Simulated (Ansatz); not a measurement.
Start from `O=C(O)C(F)(F)F` and change one atom or group to get `[F][GeH2][O]C(F)(F)F`.

Ansatz, PBE0-D4/def2-TZVP geometries, multiplicity 1. Each molecule was computed in one conformer, which needn't be the lowest.

Scalar relativity is left out up to krypton.

```json
{"property": "HOMO energy (B3LYP/def2-TZVPP) / eV", "`O=C(O)C(F)(F)F`": "-8.97"}
{"property": "HOMO–LUMO gap (B3LYP/def2-TZVPP) / eV", "`O=C(O)C(F)(F)F`": "7.59"}
{"property": "HOMO–LUMO gap (PBE/def2-TZVPP) / eV", "`O=C(O)C(F)(F)F`": "5.25"}
{"property": "HOMO energy (ωB97M-V/def2-TZVPP) / eV", "`O=C(O)C(F)(F)F`": "-11.65"}
{"property": "HOMO–LUMO gap (PBE0/def2-TZVPP) / eV", "`O=C(O)C(F)(F)F`": "8.13"}
{"property": "LUMO energy (PBE0/def2-TZVPP) / eV", "`O=C(O)C(F)(F)F`": "-1.07"}
```

(1) Give the same properties after the change, and the shifts. (Best estimate.)

Results:

(1) The calculation gave: 
| property | `[F][GeH2][O]C(F)(F)F` | shift |
| --- | --- | --- |
| HOMO energy (B3LYP/def2-TZVPP) / eV | -9.96 | -0.99 |
| HOMO–LUMO gap (B3LYP/def2-TZVPP) / eV | 9.43 | 1.84 |
| HOMO–LUMO gap (PBE/def2-TZVPP) / eV | 7.35 | 2.10 |
| HOMO energy (ωB97M-V/def2-TZVPP) / eV | -12.53 | -0.88 |
| HOMO–LUMO gap (PBE0/def2-TZVPP) / eV | 9.96 | 1.83 |
| LUMO energy (PBE0/def2-TZVPP) / eV | -0.24 | 0.83 |

With PBE0 the HOMO falls by 0.99 eV and the LUMO rises by 0.83 eV, so the gap widens by about 1.82 eV. PBE moves the HOMO by -1.06 eV and ωB97M-V by -0.88 eV.

B3LYP here is the variant with VWN-RPA as its local correlation; programs differ in this.
